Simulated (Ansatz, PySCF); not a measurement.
HI2InO. Atoms are numbered in the order given.

```xyz
5

In     0.7212    -0.0080     0.0000
I     -0.5724     2.3519     0.0000
I     -0.5653    -2.3508     0.0000
O      2.7355    -0.0651     0.0000
H      3.0783     0.8519     0.0000
```
Charge 0, spin multiplicity 1.

Geometry: PBE-D3(BJ)/def2-SVP. The structure was generated by enumeration; whether it is a known compound was not checked. The def2 effective core potentials stand for the cores of I, In; spin–orbit coupling is left out. One conformer was computed; it need not be the lowest.

Vertical ionisation energy (IE) and electron affinity (EA) in eV. Rows of orbital energies are one-electron estimates. Where ΔSCF, EOM or ADC give a negative EA the extra electron is unbound and the value depends on the basis.

```
level                                                                       IE    EA
------------------------------------------------------------------------  ----  ----
−ε(HOMO), −ε(LUMO), M06-2X/def2-TZVP (PySCF)                              9.07  2.20
−ε(HOMO), −ε(LUMO), PBE/def2-TZVP (PySCF)                                 6.76  3.74
ΔSCF, CAM-B3LYP/def2-SVPD (Ansatz), final states of multiplicity 2 and 2  9.99  1.59
ΔSCF, PBE/def2-SVPD (Ansatz), final states of multiplicity 2 and 2        9.32  1.59
```

Problem. What vertical singlet–triplet gap does ΔSCF give with CAM-B3LYP/def2-SVPD (Ansatz, an electronic-structure program) and with PBE/def2-SVPD (Ansatz)? (The exact figures need the calculation; the answer reports its results.)

Solution. 3.66 and 3.06 eV (triplet above singlet where positive).
